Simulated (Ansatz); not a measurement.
Reaction (isomerisation): `BB(C)OC` → `CBBOC`

Gas-phase electronic energies from Ansatz, PBE0-D4/def2-TZVP geometries. CBS: MP2 limit from def2 TZ/QZ plus the TZ coupled-cluster correction, frozen cores. DFT in def2-TZVPP. B3LYP here is the variant with VWN-RPA as its local correlation; programs differ in this. Each species was taken in one conformer, which may not be the lowest.

`BB(C)OC`:

Cartesian coordinates in Å:
```
B -1.251 -0.992 -0.234
B 0.026 0.095 -0.404
C 0.439 0.578 -1.847
O 0.755 0.589 0.629
C 0.509 0.200 1.960
H -1.108 -2.179 -0.341
H -2.385 -0.626 -0.084
H 1.029 -0.211 -2.331
H 1.055 1.479 -1.810
H -0.418 0.761 -2.502
H 1.375 -0.341 2.349
H 0.350 1.092 2.571
H -0.375 -0.444 2.043
```

`CBBOC`:

Z-matrix (Å, degrees):
```
C
B 1 1.562
H 1 1.094 2 112.9
H 1 1.091 2 116.5 3 -128.1
H 1 1.102 2 105.1 3 113.4
B 2 1.684 1 125.2 3 136.1
H 2 1.207 1 116.0 3 -41.0
O 6 1.349 2 128.4 1 91.3
H 6 1.210 2 117.8 1 -89.0
C 8 1.410 6 122.0 2 -0.3
H 10 1.092 8 109.1 6 123.1
H 10 1.096 8 111.8 6 2.6
H 10 1.092 8 109.3 6 -118.2
```

```csv
level,ΔE (kcal/mol),difference from CCSD(T)/CBS
PBE-D4,-0.6,-0.9
r2SCAN-D4,-0.1,-0.4
PBE0-D4,-0.2,-0.5
B3LYP-D4,-0.1,-0.4
ωB97X-V,0.2,-0.1
ωB97M-V,0.1,-0.2
B2PLYP,0.0,-0.3
PBE,-0.8,-1.1
r2SCAN,-0.1,-0.4
PBE0,-0.3,-0.6
B3LYP,-0.4,-0.7
HF/def2-TZVPP,0.7,0.4
MP2/def2-TZVPP,0.6,0.3
SCS-MP2/def2-TZVPP,0.5,0.2
CCSD/def2-TZVPP,0.6,0.3
CCSD(T)/def2-TZVPP,0.5,0.2
HF/def2-QZVPP,0.6,0.3
MP2/def2-QZVPP,0.5,0.2
SCS-MP2/def2-QZVPP,0.4,0.1
HF/CBS(def2),0.6,0.3
MP2/CBS(def2),0.4,0.1
CCSD/CBS(def2),0.4,0.1
CCSD(T)/CBS,0.3,0
```

Largest T1 diagnostic among the species: 0.013.
